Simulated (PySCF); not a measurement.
Spin states and ions at one geometry of HgF2

PySCF 2.14.0, RKS BP86, Hg def2-SVP with ECP60, F def2-SVP; non-relativistic Hamiltonian with scalar-relativistic core potentials where named; density fitting; no spin-orbit coupling; singlets restricted, open shells unrestricted. The geometry is relaxed for charge 0, singlet, vacuum:

```xyz
3

Hg    0.0000    0.0000    0.0000
F     0.0000    0.0000    1.9362
F     0.0000    0.0000   -1.9362
```

Energies count from the relaxed state; an electron taken off or put on is at rest in vacuum. Charges and spins are Mulliken's.

```tsv
state	energy (eV)	spin squared	charge on Hg1 (e)	spin on Hg1 (e)	dipole about the centre of mass (D)
charge 0, singlet, vacuum	0.00	0.00	0.73	0.00	0.00
charge 0, triplet, vacuum	4.50	2.00	0.41	0.85	0.00
charge +1, doublet, vacuum	12.13	0.75	1.16	0.10	0.00
```

What does the state charge -1, doublet, vacuum give?

energy (eV) -0.05, spin squared 0.75, charge on Hg1 (e) -0.07, spin on Hg1 (e) 0.68, dipole about the centre of mass (D) 0.00.

With an electron taken off (doublet) the charges change, summed by element, by Hg +0.42 e, F +0.58 e. The vertical ionisation energy is 12.13 eV, against −ε(HOMO) = 8.01 eV of the relaxed state. The level lies 4.1 eV too high, as is usual for semilocal functionals and global hybrids, which keep a self-interaction error.

With an electron put on (doublet) the charges change, summed by element, by Hg -0.81 e, F -0.19 e. The vertical electron affinity is 0.05 eV, against −ε(LUMO) = 3.47 eV of the relaxed state. The basis has no diffuse functions, which an added electron needs. The added electron's level lies above zero.

Open shells may have lower solutions than those found. Hard to converge, so the more doubtful: charge 0, triplet, vacuum.
